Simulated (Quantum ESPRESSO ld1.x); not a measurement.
Values are calculated unless marked as measured or tabulated.
Problem. The aim is the zinc ion Zn2+ in [Ar] 3d10. This ld1.x (Quantum ESPRESSO 7.5) run was made with `OMP_NUM_THREADS=1 ld1.x < ld1.in > ld1.out`. Can the result be used? Name any fault.

```
 &input
    zed=30.0,
    iswitch=1,
    rel=1,
    dft='BLYP',
    config='[Ar] 3d10 3d10',
    prefix='ld1',
    max_out_wfc=37,
    file_charge='ld1.rho',
 /
```

Output (excerpt):

```
     Program LD1 v.7.5 starts

 %%%%%%%%%%%%%%%%%%%%%%%%%%%%%%%%%%%%%%%%%%%%%%%%%%%%%%%%%%%%%%%%%%%%%%%%%%%%%%
     Error in routine el_config (7):
     wavefunction 3D found too many times
 %%%%%%%%%%%%%%%%%%%%%%%%%%%%%%%%%%%%%%%%%%%%%%%%%%%%%%%%%%%%%%%%%%%%%%%%%%%%%%

     stopping ...
```

Solution. No (refused). The line at issue: config='[Ar] 3d10 3d10'. The program stops in el_config with "wavefunction 3D found too many times": a shell may stand twice only as spin up and down (lsd = 1) or as its two j (rel = 2, l > 0), within their capacities. The sound input gives -1795.343 hartree.
